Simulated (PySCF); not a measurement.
**Radial density of Mn⁺ (manganese, charge +1)**

UHF, [Ar] 3d5 4s1, high-spin 7S determinant. All numbers are calculated (PySCF 2.14, the non-relativistic Hamiltonian (point nucleus), in def2-TZVPPD).

```
r (bohr)  4πr²ρ (e/bohr)  4πr²(ρα − ρβ)
0.000860         0.09392         0.0000
 0.00145          0.2588         0.0001
 0.00243          0.6953         0.0003
 0.00409           1.813         0.0008
 0.00689           4.458         0.0018
  0.0116           9.990         0.0040
  0.0195           19.09         0.0073
  0.0328           28.20         0.0091
  0.0551           28.48         0.0057
  0.0927           22.98         0.0151
   0.156           30.37         0.1426
   0.262           27.89         0.7348
   0.441           11.72         2.6267
   0.742           15.08         4.3823
    1.25           7.034         2.8499
    2.10           1.265         1.0434
    3.53          0.3141         0.3136
    5.94         0.01447         0.0145
    9.99       5.827e-05         0.0001
```
